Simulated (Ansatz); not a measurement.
Computed with Ansatz on PBE0-D4/def2-TZVP structures; ΔE is electronic, products minus reactants. CBS: MP2 limit from def2 TZ/QZ plus the TZ coupled-cluster correction, frozen cores. Functionals use def2-TZVPP. Each species was taken in one conformer, which may not be the lowest.

`C=[CH][AlH][SiH2]Cl` + silanol → `O[SiH2][SiH2]Cl` + `C=[CH][AlH2]`  (formal exchange of groups at the Si–Al bond)

Is it downhill or uphill in electronic energy at CCSD(T)/CBS, and by how much? (Estimate.)

Computed: Uphill: ΔE = +2.7 kcal/mol.

What do these levels give: ωB97M-V, B2PLYP, MP2/def2-TZVPP, CCSD/def2-TZVPP, CCSD(T)/def2-TZVPP, HF/def2-QZVPP? (An estimate is asked.)

Ansatz gave: ωB97M-V 1.8, B2PLYP 2.6, MP2/def2-TZVPP 2.9, CCSD/def2-TZVPP 3.1, CCSD(T)/def2-TZVPP 3.2, HF/def2-QZVPP 2.7 kcal/mol.

Largest T1 diagnostic among the species: 0.011.
